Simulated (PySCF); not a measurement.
**Magnetisability: `O[C@]12[C@H](CO)[C@H](C1)C2`, C$_{6}$H$_{10}$O$_{2}$**

Geometry (Å), atoms numbered from 1 in this order:
```xyz
18

O     2.057    0.835   -0.522
C     1.714   -0.212    0.372
C     0.250   -0.052    0.782
C    -0.804   -1.093    0.349
C    -1.866    0.000    0.566
C    -0.713    0.679   -0.190
O    -0.657    1.997   -0.565
C    -0.668   -0.578   -1.094
H     2.987    0.756   -0.757
H     2.352   -0.166    1.264
H     1.879   -1.187   -0.108
H     0.174    0.275    1.819
H    -0.856   -2.126    0.670
H    -2.041    0.327    1.588
H    -2.801   -0.111    0.024
H     0.252    2.171   -0.842
H     0.258   -0.776   -1.623
H    -1.524   -0.733   -1.746
```

Method: PySCF 2.14.0, GIAO wB97X-D/pcSseg-1 magnetisability, rotational g tensor and spin-rotation constants, non-relativistic, gas phase. Geometry: GFN2-xTB.

(1) How diamagnetic is it, and how anisotropic?

(2) Split it along the inertial axes a, b, c into diamagnetic and paramagnetic parts about the centre of mass, with the quadrupole moment.

(3) And the rotational g tensor?

Answers

(1) Isotropic -1268 × 10⁻³⁰ J/T², or -76.3 × 10⁻⁶ cm³/mol; principal values -1410, -1213, -1179 × 10⁻³⁰ J/T², anisotropy 216 × 10⁻³⁰ J/T² (root of half the summed squared differences of the principal values). The susceptibility is in cgs units.

(2) 
```
axis  χ (10⁻⁶ cm³/mol)  diamagnetic (10⁻⁶ cm³/mol)  paramagnetic (10⁻⁶ cm³/mol)  summed x² of all electrons (Å²)  quadrupole Θ (D Å)
   a             -74.0                      -477.8                        403.7                            129.1               +9.41
   b             -83.6                      -714.3                        630.6                             73.4               -7.06
   c             -71.3                      -859.1                        787.8                             39.2               -2.35
```
Anisotropies 2χaa − χbb − χcc = +6.9 and 2χbb − χaa − χcc = -21.9 × 10⁻⁶ cm³/mol. Θ is traceless in Buckingham's convention.

(3) 
| axis | rotational constant (GHz) | g | nuclear part | electronic part |
| --- | --- | --- | --- | --- |
| a | 3.2616 | -0.0226 | 0.5960 | -0.6186 |
| b | 2.0066 | +0.0043 | 0.5988 | -0.5945 |
| c | 1.5847 | -0.0079 | 0.5786 | -0.5865 |

Asymmetric top; isotopes 12C, 1H, 16O; no vibrational averaging.
